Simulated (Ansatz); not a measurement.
Basis-set extrapolation for CH$_{8}$BNSSi, SMILES `BN(C)[SiH2]S` (PBE0-D4/def2-TZVP geometry, frozen core, the Gaussian-basis code of Ansatz). Multiplicity 1, RHF reference.

```csv
,def2-TZVPP,def2-QZVPP
HF,-808.269981,-808.296408
MP2 correlation,-0.792931,-0.850237
CCSD(T) correlation,-0.890313,not run
```

Energies in hartree. Use E(X) = E(∞) + A·exp(−7.88·√X) for Hartree–Fock and E(X) = E(∞) + B·X^(−2.97) for correlation, with X = 3 and 4, and add CCSD(T) minus MP2 of the smaller set to the MP2 limit.

Task: What is the CCSD(T) energy at the basis-set limit?

Result: HF limit: -808.296408 + (-0.026427) × 0.13774 = -808.30005. MP2 limit: -0.850237 + (-0.057306) × 0.74074 = -0.89269. Higher-order term: -0.890313 − (-0.792931) = -0.09738. Total: -809.29012 hartree, 340.9 kJ/mol below CCSD(T)/def2-TZVPP.
